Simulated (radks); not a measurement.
Coulomb parameter of the 4f shell of the samarium ion Sm3+ in the model configuration [Xe] 4f4 6p1, as a second difference U = [E(n + 0.5) + E(n - 0.5) - 2 E(n)] / (0.5)^2 with all orbitals relaxed. "Bare": the charge of the atom changes with n. "Screened": the 6p shell takes up the change at fixed total charge, which measures U(4f,4f) + U(6p,6p) - 2 U(4f,6p). Calculated with a radial shooting solver on a logarithmic mesh with Libxc functionals: scalar-relativistic Kohn-Sham, r2SCAN, spin-unpolarised, spherical densities, finite nucleus; meta-GGA in the generalised Kohn-Sham scheme; Fermi nuclear charge, rms radius 5.0819 fm.

| case | configuration | E - E(n) (eV) |
|---|---|---|
| start | [Xe] 4f4 6p1 | 0.000 |
| bare +0.5 | [Xe] 4f4.5 6p1 | -19.298 |
| bare -0.5 | [Xe] 4f3.5 6p1 | 24.208 |
| screened +0.5 | [Xe] 4f4.5 6p0.5 | -11.024 |
| screened -0.5 | [Xe] 4f3.5 6p1.5 | 13.353 |

U(bare) = 19.641 eV, U(screened by 6p) = 9.316 eV, against the Slater integral F0(4f,4f) = 29.563 eV with frozen orbitals.
